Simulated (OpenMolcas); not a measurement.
Yb3+ among 6 point charges of -1.5 e arranged as an octahedron (Oh), 2.53 Å from the ion.
```
   2.5300    0.0000    0.0000  -1.50
   0.0000    2.5300    0.0000  -1.50
  -2.5300    0.0000    0.0000  -1.50
   0.0000   -2.5300    0.0000  -1.50
   0.0000    0.0000    2.5300  -1.50
   0.0000    0.0000   -2.5300  -1.50
```

```
Program             : OpenMolcas
Method              : CASSCF
Basis               : ANO-RCC-VDZP [7s6p4d2f1g]
Scalar Hamiltonian  : DKH2, point nucleus
Active space        : 13 electrons in 7 orbitals (4f)
State averaging     : 2S+1 = 2 odd, 7 roots
Spin-orbit coupling : RASSI with atomic mean-field integrals over the reference wave functions
```

Task: What is the spin-free ground state (labels of O, the rotations of Oh)?

Result: 2T1, 3-fold in its orbital part, 100 % from free-ion F terms; it has the highest spin that f13 allows.

Task: Where is the first state of the same spin?

Result: 2T2 at 179 cm-1 above the ground state.

Task: What are the lowest two levels with spin-orbit coupling?

Result: A 2-fold level Γ6 with g = 2.67, 2.67, 2.67, then a 4-fold level Γ8 117.7 cm-1 above it. Their leading multiplicities are 2 (100 %) and 2 (100 %).

Task: What is χT at 300 K, and how does it compare with the textbook value?

Result: Hund's rules give f13 the level 2F7/2 with g = 1.143, so an isolated free-ion multiplet has χT = g² J(J+1) / 8 = 2.571 cm3 K/mol. The computed 2.519 at 300 K differs by -2 %, through the field's splitting, the mixing of terms and any other multiplet in reach.

This is an electrostatic model: the charges have no orbitals. No measured value stands beside these numbers.
